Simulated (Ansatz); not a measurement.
Born–Oppenheimer molecular dynamics of FH5O2Sn (9 atoms, charge 0, multiplicity 1). It starts at the highest image of a converged band. Of that band: Neighbouring images differ by up to 1.8 eV, so the band resolves the path poorly. A vibrational analysis at the climbing image gives one clearly imaginary mode, 1674i cm⁻¹: a first-order saddle point.

These are results of RHF/def2-SVP in Ansatz, not measurements.

```json
{
 "ensemble": "NVE (velocity Verlet)",
 "time step": "0.5 fs",
 "steps asked": "200",
 "starting velocities drawn for": "300 K",
 "seed": "8258"
}
```

First frame:

```xyz
9
Properties=species:S:1:pos:R:3
Sn 0.147 0.172 0.026
H 0.125 -0.073 2.034
O 1.852 0.035 -0.896
H 1.989 -0.719 -1.450
O -1.092 1.511 -0.640
H -1.880 1.214 -1.067
H -0.617 -1.353 -0.103
F 1.015 1.645 1.268
H 0.587 0.785 1.967
```

Question: How far do the bonds stretch over the last three quarters of this one trajectory? (Pairs bonded in most of those frames.)

Answer: 
| bond | mean (Å) | spread (Å) | shortest | longest |
| --- | --- | --- | --- | --- |
| Sn1–H2 | 1.698 | 0.046 | 1.63 | 1.77 |
| Sn1–O3 | 1.988 | 0.042 | 1.91 | 2.04 |
| Sn1–O5 | 1.991 | 0.046 | 1.91 | 2.05 |
| Sn1–H7 | 1.721 | 0.035 | 1.66 | 1.81 |
| O3–H4 | 0.948 | 0.030 | 0.90 | 0.99 |
| O5–H6 | 0.947 | 0.013 | 0.93 | 0.97 |
| F8–H9 | 0.917 | 0.048 | 0.84 | 0.99 |

Mean temperature of the second half: 1908 K. The conserved energy stayed within 0.64 meV per atom of its start (net change -0.11 meV per atom), so the integration is sound. The kinetic energy rose, since the run started high on the potential surface and went downhill. It ends in pieces (FH + H4O2Sn), so much of that is their flight and rotation, not heat. A run of 0.1 ps of so small a system gives no equilibrium averages. The orbitals stay closed-shell, which can raise the energy where a bond breaks towards radicals; this wasn't checked here.

Time of the run: 6.3 min on 1 thread of Arm Neoverse V2 (shared host), peak memory 0.18 GiB.
